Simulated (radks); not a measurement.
Effect of the nuclear size on the iridium ion Ir2+, [Xe] 4f14 5d7. Calculated with a radial shooting solver on a logarithmic mesh with Libxc functionals: Dirac Kohn-Sham, relativistic LDA (MacDonald-Vosko exchange, VWN5 correlation), spin-unpolarised, spherical densities, finite nucleus; open shells fill j = l - 1/2 first; Fermi nuclear charge, rms radius 5.4032 fm. The rms radius is varied about that value; shifts are against it.

rms radius (fm)  total energy shift (eV)  density at nucleus (e/bohr^3)  1s1/2 shift (meV)  2s1/2 shift (meV)  5s1/2 shift (meV)  5p1/2 shift (meV)  5d5/2 shift (meV)  6s1/2 (empty) shift (meV)  6p1/2 (empty) shift (meV)
4.8467                             -15.3                      1.868e+06              -6110               -887              -9.62             -0.131              0.091                      -1.30                     -0.059
5.133                              -7.55                      1.828e+06              -3020               -438              -4.75             -0.065              0.045                     -0.641                     -0.029
5.4032                                 0                      1.793e+06              0.000              0.000              0.000              0.000              0.000                      0.000                      0.000
5.7382                              9.69                      1.753e+06               3880                562               6.10              0.084             -0.058                      0.823                      0.038
6.1651                              22.6                      1.706e+06               9030               1310               14.2              0.196             -0.134                       1.92                      0.087

Slopes of the eigenvalues against <r^2> in GHz/fm^2, as finite differences over the two radii next to the reference (eigenvalue slopes, not the field-shift constants of lines): 1s1/2 254000, 2s1/2 36800, 5s1/2 399, 5p1/2 5.48, 5d5/2 -3.76, 6s1/2 (empty) 53.8, 6p1/2 (empty) 2.45.
